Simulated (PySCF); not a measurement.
Level of theory: UPBE0 in PySCF with Tc def2-TZVP with ECP28, N def2-TZVP, H def2-TZVP; scalar-relativistic core potentials, no spin–orbit coupling; density-fitted integrals.

```xyz
3
charge 0 multiplicity 2, angstrom
Tc    0.0443    0.1296    0.1341
N    -0.2923   -0.8547   -1.0495
H    -0.2901   -0.8482    1.4196
```

HTcN (doublet), along the line from Tc1 (at 0) through N2 (at 1.576 Å). Core electrons replaced by a potential are absent, the electrostatic potential uses the reduced nuclear charge, and values within about 0.7 Å of such atoms have no physical meaning.

Q: Tabulate the fields along this line at 0.71, 0.87, 1.02, 1.18, 1.34, 1.50, 1.73, 1.89, 2.05, 2.21, 2.36, 2.52 Å.

A: 
```tsv
distance (Å)	electron density (e/Å³)	spin density (e/Å³)	electron localisation function	electrostatic potential (V)
0.71	3.31	0.0523	0.567	51.4
0.87	2.53	0.00277	0.548	32.6
1.02	2.89	-0.0344	0.732	35.8
1.18	3.85	-0.0726	0.61	69.1
1.34	7.12	-0.0889	0.101	180
1.50	180	0.00645	0.999	882
1.73	26.6	-0.0624	0.68	337
1.89	4.3	-0.0214	0.285	105
2.05	2.61	-0.00509	0.871	39.9
2.21	1.41	-8.62e-05	0.928	15.5
2.36	0.711	0.00114	0.93	5.56
2.52	0.346	0.0013	0.918	1.42
```

Other spin states or occupations of the open shell can lie lower.
